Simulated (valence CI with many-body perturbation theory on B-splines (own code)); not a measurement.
**V XVII: configurations and terms from energies and g**

Computed by valence CI with perturbative core correlation (CI+MBPT): five valence electrons over a frozen Dirac-Fock core [He], a basis of 11 s, 11 p, 10 d, 8 f, 5 g, 2 h functions for each j, with the one-electron correlation potential Σ1 (screened to all orders), the two-electron term Σ2, the three-electron term Σ3, Breit, model QED; selected single and double excitations, second order for the rest, scaled by the run's own slope (own B-spline code, finite nucleus).

No measured levels were compared; by estimate levels of excited configurations hold to 0.05 to 0.15 % of their energy, terms of the ground configuration to about 0.5 %. Among the levels kept, up to 5400 cm⁻¹ of a level comes from second order outside the variational space, and about a tenth of that is noise between levels of different J, which matters for small intervals.

```
No.    J  Parity  E (cm⁻¹)      g
  1  3/2     odd         0  1.962
  2  3/2     odd    121260  0.914
  3  5/2     odd    140570  1.197
  4  1/2     odd    211870  0.662
  5  3/2     odd    240930  1.251
  6  5/2    even    627700  1.592
  7  3/2    even    666330  1.727
  8  1/2    even    681760  2.652
  9  3/2    even    867450  0.814
 10  5/2    even    873420  1.203
 11  1/2    even   1000700  1.778
 12  3/2    even   1039600  1.319
 13  1/2    even   1094100  0.900
 14  3/2     odd   1637300  1.331
```

Energies count from the lowest level. Strongly mixed levels and levels close to another of their J and parity are left out, so the numbers can have gaps.

Question: Give configuration and LS term of each level.

Answer: 1: 2s2 2p3 4S°; 2: 2s2 2p3 2D°; 3: 2s2 2p3 2D°; 4: 2s2 2p3 2P°; 5: 2s2 2p3 2P°; 6: 2s 2p4 4P; 7: 2s 2p4 4P; 8: 2s 2p4 4P; 9: 2s 2p4 2D; 10: 2s 2p4 2D; 11: 2s 2p4 2S; 12: 2s 2p4 2P; 13: 2s 2p4 2P; 14: 2p5 2P°.
